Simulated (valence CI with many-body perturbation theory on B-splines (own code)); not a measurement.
Zr+: electric-dipole lines

Computed by configuration interaction combined with many-body perturbation theory (CI+MBPT): three valence electrons over a frozen Dirac-Fock core [Kr], a basis of 9 s, 9 p, 10 d, 8 f, 5 g, 3 h, 1 i functions for each j, with the one-electron correlation potential Σ1, the two-electron term Σ2, the three-electron term Σ3, Breit, model QED; selected CI, second order for the rest (own B-spline code, finite nucleus).

Set against measurement, 26 paired levels are off by 278 cm⁻¹ on average, the worst by 664. These come from a selection out of the NIST Handbook of Basic Atomic Spectroscopic Data. Levels without a partner in it may be off by more, other configurations by 1,000 to 4,000 cm⁻¹.

Lines 1 to 50 of 230 in falling wavelength, among levels below 4.680 eV, chosen from the strongest by gf and those to the six lowest levels. Wavelengths and rates use the calculated energies, so an error of 300 cm⁻¹ moves a line at 453.7 nm by 1.4 % and its rate by three times that or more. Electric multipoles are in the length gauge, E1 and E2 with the static RPA response of the core. Weak lines are less certain than strong ones. Lines between different terms over intervals too small for the method are left out, as are lines whose strength nearly cancels. Where a level lies close to another of its J and parity, the split of strength between their lines is uncertain. The highest levels of a list are the least certain.

Names give the largest LS component (configuration and term), which can be under half, so a name can repeat, a term be missing and a line seem to break the LS rules; names also repeat where a configuration has a term twice. Letters in brackets count levels of one name in rising energy.

```csv
λ vac (nm),λ from measured levels,Upper,Lower,A (s⁻¹),log gf,Branch %
652.4,,4d²5p ²P°_3/2,4d²5s ²P_3/2,2.41e+06,-1.21,0.8
647.9,,4d²5p ²G°_9/2,4d³ ²F_7/2,1.07e+06,-1.17,0.5
620.9,,4d²5p ²P°_1/2,4d²5s ²P_1/2,4.35e+06,-1.30,1.6
537.8,,4d²5p ²D°_5/2 [b],4d5s² ²D_5/2,6.43e+06,-0.78,6.3
536.0,,4d²5p ²D°_3/2 [b],4d³ ²D_3/2 [a],9.71e+06,-0.78,9.2
535.3,,4d²5p ²D°_5/2 [b],4d³ ²D_5/2 [a],1.21e+07,-0.50,11.8
528.2,,4d²5p ²D°_3/2 [b],4d5s² ²D_3/2,6.80e+06,-0.94,6.4
453.7,449.8,4d²5p ⁴G°_5/2,4d²5s ²F_5/2,7.09e+06,-0.88,5.0
449.7,445.6,4d²5p ⁴G°_7/2,4d²5s ²F_7/2,2.89e+06,-1.15,1.8
443.4,,4d²5p ²F°_7/2 [a],4d³ ²G_9/2,4.34e+06,-0.99,3.5
443.0,,4d²5p ⁴D°_1/2 [a],4d³ ⁴P_1/2,1.45e+07,-1.07,8.7
442.8,,4d²5p ²F°_7/2 [b],4d5s² ²D_5/2,7.60e+06,-0.75,2.8
442.2,,4d²5p ²F°_5/2 [b],4d³ ²D_3/2 [a],6.85e+06,-0.92,2.5
441.2,,4d²5p ⁴D°_3/2 [a],4d³ ⁴P_3/2,9.79e+06,-0.94,5.9
441.1,,4d²5p ²F°_7/2 [b],4d³ ²D_5/2 [a],7.38e+06,-0.76,2.7
440.5,,4d²5p ²F°_5/2 [b],4d²5s ²G_7/2,3.96e+06,-1.16,1.5
440.2,,4d²5p ²G°_7/2,4d³ ²H_9/2,2.13e+07,-0.31,9.9
438.5,,4d²5p ⁴D°_5/2,4d³ ⁴P_5/2,5.77e+06,-1.00,3.5
437.5,,4d²5p ⁴D°_3/2 [a],4d³ ⁴P_1/2,7.26e+06,-1.08,4.4
436.9,,4d²5p ²F°_5/2 [b],4d5s² ²D_3/2,7.24e+06,-0.91,2.7
436.4,,4d²5p ²F°_5/2 [c],4d³ ²D_3/2 [a],4.97e+06,-1.07,1.7
434.8,,4d²5p ²F°_5/2 [c],4d²5s ²G_7/2,3.97e+06,-1.17,1.4
434.3,,4d²5p ⁴D°_5/2,4d³ ⁴P_3/2,1.30e+07,-0.66,7.9
433.6,,4d²5p ²F°_7/2 [b],4d²5s ²G_9/2,6.88e+06,-0.81,2.5
433.4,,4d²5p ²G°_9/2,4d³ ²H_11/2,2.23e+07,-0.20,10.6
433.4,,4d²5p ⁴D°_7/2,4d³ ⁴P_5/2,1.87e+07,-0.38,10.9
432.2,425.9,4d²5p ⁴G°_5/2,4d²5s ²D_5/2,4.22e+06,-1.15,3.0
431.2,,4d²5p ²F°_5/2 [c],4d5s² ²D_3/2,7.47e+06,-0.90,2.6
427.0,421.3,4d²5p ⁴G°_5/2,4d²5s ²D_3/2,5.88e+06,-1.02,4.2
423.8,,4d²5p ²F°_5/2 [a],4d²5s ²F_5/2,2.07e+07,-0.48,16.9
420.2,416.2,4d²5p ²D°_3/2 [a],4d²5s ²F_5/2,2.36e+07,-0.60,14.5
419.5,415.2,4d²5p ⁴F°_5/2,4d²5s ²F_7/2,6.03e+06,-1.02,3.0
417.6,415.0,4d²5p ²F°_7/2 [a],4d²5s ²F_7/2,4.95e+07,0.01,39.4
417.5,415.7,4d²5p ²D°_3/2 [a],4d³ ²P_1/2,1.51e+07,-0.80,9.3
412.5,,4d²5p ⁴D°_7/2,4d²5s ⁴P_5/2,5.58e+06,-0.94,3.2
411.8,409.2,4d²5p ⁴F°_5/2,4d³ ²P_3/2,5.51e+06,-1.08,2.7
411.6,,4d²5p ⁴D°_5/2,4d²5s ⁴P_3/2,4.56e+06,-1.16,2.8
408.0,,4d²5p ⁴F°_3/2,4d²5s ²F_5/2,1.41e+07,-0.85,9.6
407.3,,4d²5p ²D°_5/2 [a],4d²5s ²F_7/2,2.50e+07,-0.43,20.1
405.7,403.1,4d²5p ²F°_7/2 [a],4d²5s ²F_5/2,1.10e+07,-0.66,8.8
405.5,,4d²5p ⁴F°_3/2,4d³ ²P_1/2,1.87e+07,-0.74,12.6
405.0,,4d²5p ²F°_5/2 [a],4d²5s ²D_5/2,2.49e+07,-0.43,20.3
400.5,,4d²5p ²F°_5/2 [a],4d²5s ²D_3/2,3.51e+07,-0.30,28.5
400.0,,4d²5p ²D°_5/2 [a],4d³ ²P_3/2,4.11e+07,-0.23,33.0
397.2,391.7,4d²5p ²D°_3/2 [a],4d²5s ²D_3/2,1.67e+07,-0.80,10.2
396.0,,4d²5p ²D°_5/2 [a],4d²5s ²F_5/2,9.91e+06,-0.85,8.0
391.6,398.6,4d²5p ⁴G°_5/2,4d³ ⁴F_5/2,3.07e+05,-2.37,0.2
388.5,383.8,4d²5p ²F°_7/2 [a],4d²5s ²D_5/2,4.03e+07,-0.14,32.0
386.8,393.5,4d²5p ⁴G°_5/2,4d³ ⁴F_3/2,6.48e+06,-1.06,4.6
386.4,,4d²5p ⁴F°_3/2,4d²5s ²D_3/2,1.17e+07,-0.98,7.9
```
